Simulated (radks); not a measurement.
Q: Valence configurations of Te II (all share [Kr]). Method: Dirac Kohn-Sham, PBE, spin-unpolarised, spherical densities, point nucleus; open shells fill j = l - 1/2 first; computed with a radial shooting solver on a logarithmic mesh with Libxc functionals. Order these by energy: 4d10 5s2 5p3; 4d10 5s1.5 5p3.5; 4d9 5s0.5 5p5.5; 4d9 5s2 5p4; 4d9.5 5s1.5 5p4; 4d10 5s1 5p4; 4d10 5p5; 4d9 5s1 5p5; 4d9.5 5s1 5p4.5; 4d8 5s2 5p5.

A: From the lowest, in eV above it: 4d10 5s2 5p3 0.000; 4d10 5s1.5 5p3.5 5.022; 4d10 5s1 5p4 10.092; 4d10 5p5 20.365; 4d9.5 5s1.5 5p4 24.115; 4d9.5 5s1 5p4.5 29.380; 4d9 5s2 5p4 39.068; 4d9 5s1 5p5 49.939; 4d9 5s0.5 5p5.5 55.436; 4d8 5s2 5p5 83.267. NIST lists [Kr] 4d10 5s2 5p3 as the ground configuration; this level of theory agrees among the configurations tried. The energies are those of spherical spin-averaged densities, not of single terms.
